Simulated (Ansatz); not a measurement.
A trace of molecular dynamics of Cl2FH5OSi (10 atoms, charge 0, multiplicity 1).

All numbers below come from Ansatz 0.2.0, UKS B3LYP/STO-3G.

```
ensemble                      : NVE (velocity Verlet)
starting velocities drawn for : 100 K
seed                          : 575413
```

| time (fs) | T (K) | potential energy less start (eV) | conserved less start (meV/atom) |
| --- | --- | --- | --- |
| 0.0 | 100 | 0.000 | 0.00 |
| 3.0 | 535 | -0.455 | -0.54 |
| 6.0 | 507 | -0.421 | 0.00 |
| 9.0 | 765 | -0.691 | -0.37 |
| 12.0 | 718 | -0.642 | -0.33 |
| 15.0 | 1071 | -1.014 | -0.92 |
| 18.0 | 1000 | -0.937 | -0.60 |
| 21.0 | 770 | -0.696 | -0.23 |
| 24.0 | 952 | -0.889 | -0.89 |
| 27.0 | 502 | -0.416 | 0.06 |
| 30.0 | 461 | -0.378 | -0.43 |
| 33.0 | 567 | -0.490 | -0.74 |
| 36.0 | 424 | -0.334 | 0.19 |
| 39.0 | 953 | -0.890 | -0.78 |
| 42.0 | 833 | -0.761 | -0.38 |
| 45.0 | 942 | -0.877 | -0.63 |
| 48.0 | 913 | -0.848 | -0.71 |
| 51.0 | 765 | -0.693 | -0.50 |
| 54.0 | 882 | -0.818 | -0.88 |
| 57.0 | 747 | -0.676 | -0.67 |
| 60.0 | 636 | -0.559 | -0.42 |
| 63.0 | 616 | -0.537 | -0.30 |
| 66.0 | 656 | -0.577 | -0.27 |
| 69.0 | 936 | -0.875 | -1.01 |
| 72.0 | 686 | -0.610 | -0.45 |
| 75.0 | 772 | -0.702 | -0.68 |

Task: Is this trajectory sound?

Result: The conserved energy stayed within 1.4 meV per atom of its start (net change -0.68 meV per atom), so the integration is sound. The system heated up, since it started high on the potential surface and ran downhill. A run of 0.075 ps of so small a system gives no equilibrium averages. The orbitals stay closed-shell, which can raise the energy where a bond breaks towards radicals; this wasn't checked here. Limits of this set-up: minimal basis. The time step was 0.5 fs.

Time of the run: 5.2 min on 1 thread of Intel(R) Xeon(R) 6975P-C (Granite Rapids) (shared host), peak memory 0.18 GiB.
